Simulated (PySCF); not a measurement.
## Löwdin shares of the frontier orbitals

Compound: C3H12GeSi.
SMILES with atom numbers: `[CH3:1][CH2:2][GeH2:3][CH2:4][SiH3:5]` (hydrogens: H6, H7, H8 on C1; H9, H10 on C2; H11, H12 on Ge3; H13, H14 on C4; H15, H16, H17 on Si5)

Cartesian coordinates in Å at the PBE0-D3(BJ)/def2-SVP level; atoms count from 1:
```
atom  x, y, z in Å
C1    -1.919    0.574    0.803
C2    -1.336    0.641   -0.602
Ge3   -0.226   -0.907   -1.066
C4     1.212   -1.133    0.254
Si5    2.342    0.351    0.452
H6    -2.526   -0.334    0.951
H7    -1.129    0.568    1.571
H8    -2.569    1.438    1.016
H9    -0.719    1.547   -0.726
H10   -2.137    0.713   -1.357
H11   -1.095   -2.186   -1.076
H12    0.395   -0.720   -2.466
H13    1.814   -2.011   -0.034
H14    0.751   -1.371    1.228
H15    3.431    0.085    1.443
H16    2.976    0.706   -0.856
H17    1.568    1.542    0.927
```

The calculation used TDDFT CAM-B3LYP/def2-SVPD, vertical, gas phase, core orbitals frozen in the response in PySCF 2.14.0, density-fitted response routines. The CAM-B3LYP/def2-SVPD calculation is non-relativistic and has no spin–orbit coupling, an omission that weighs most on germanium.

Frontier orbitals with the atoms that hold most of them (Löwdin shares over 4%, at most four atoms; ? is withheld):

```
orbital  ε (eV)                             atoms
 HOMO-3  -10.80  Si5 38%, H16 25%, H17 21%, C4 8%
 HOMO-2  -10.26  Ge3 28%, H12 25%, C4 14%, H11 8%
 HOMO-1   -9.73                                 ?
   HOMO       ?                                 ?
   LUMO    1.02    Si5 21%, Ge3 19%, C1 8%, C4 7%
 LUMO+1    1.34  Ge3 21%, Si5 11%, C4 10%, H11 8%
 LUMO+2    1.57  Si5 22%, Ge3 21%, H11 9%, H17 9%
```

Give the leading atoms of the HOMO-1.

C4 (bonded to Ge, Si and 2 H) 28%; Ge3 (bonded to 2 C and 2 H) 22%; H11 (bonded to Ge) 15%; Si5 (bonded to C and 3 H) 14%.

Which atoms hold the HOMO, and with what shares?

C2 (bonded to C, Ge and 2 H) 32%; Ge3 (bonded to 2 C and 2 H) 20%; C4 (bonded to Ge, Si and 2 H) 11%; C1 (bonded to C and 3 H) 10%. By element: carbon 53%, germanium 20%.

What is the HOMO energy, and the HOMO–LUMO gap?

ε(HOMO) = -9.46 eV; the gap is 10.48 eV (0.3850 hartree).

How does S1 compare with the orbital gap of 10.48 eV?

S1 is at 7.62 eV (f = 0.012), 2.86 eV below the gap, made of HOMO→LUMO (79%). 

Next come S2 at 7.82 eV (f 0.0045), HOMO-1→LUMO (48%), HOMO→LUMO+1 (39%); S3 at 7.98 eV (f 0.017), HOMO→LUMO+1 (45%), HOMO-1→LUMO (24%), HOMO-1→LUMO+1 (12%); S4 at 8.20 eV (f 0.207), HOMO-1→LUMO+1 (59%), HOMO-1→LUMO (11%); S5 at 8.31 eV (f 0.021), HOMO→LUMO+2 (44%), HOMO→LUMO+4 (17%), HOMO→LUMO+3 (15%).

Löwdin shares depend on the basis, the more so with diffuse functions.

One conformer stands for the species.
